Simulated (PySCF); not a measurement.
Geometry:
| atom | x (Å) | y (Å) | z (Å) |
| --- | --- | --- | --- |
| Si1 | 0.760 | 0.306 | 0.307 |
| H2 | 0.623 | 0.304 | 1.798 |
| H3 | 2.217 | 0.209 | -0.029 |
| C4 | 0.066 | 1.897 | -0.419 |
| H5 | 0.616 | 2.774 | -0.046 |
| H6 | -0.995 | 2.013 | -0.152 |
| H7 | 0.145 | 1.890 | -1.517 |
| C8 | -0.145 | -1.192 | -0.358 |
| C9 | -0.819 | -2.055 | 0.412 |
| H10 | -0.135 | -1.372 | -1.442 |
| H11 | -0.871 | -1.936 | 1.500 |
| H12 | -1.348 | -2.921 | -0.003 |

- PBE0-D3(BJ)/def2-SVP geometry
- shieldings: GIAO PBE0/pcSseg-1
- run in PySCF 2.14
- no solvent model, a single conformation, averaged over atoms made equivalent by symmetry, fast rotation or ring inversion, non-relativistic Hamiltonian

δ = σ(ref) − σ, references computed at the same level: ¹³C (184.41 ppm), ¹H (31.27 ppm), ²⁹Si (351.99 ppm) vs TMS.

```
   atoms  nucleus  count  δ (ppm)
      C9      ¹³C      1    144.9
 H11/H12       ¹H      2     6.28
     Si1     ²⁹Si      1    -35.6
H5/H6/H7       ¹H      3     0.25
   H2/H3       ¹H      2        ?
     H10       ¹H      1     6.36
      C4      ¹³C      1        ?
      C8      ¹³C      1    143.0
```

Question: Fill in the missing shifts.

Answer: 
- C4: -5.3 ppm, carbon bonded to Si, 3 H
- H2/H3: 4.33 ppm, hydrogen on a silicon bonded to 2 C

Shifts are as computed. Against solution values, carbons near 30 ppm lie about +2 ppm off and those near 130 ppm about +5 ppm. Of 1309 compounds with measured shifts, 239 miss one by over three times the rms of a fit or turn the order of signals round; such compounds aren't used in these exercises.
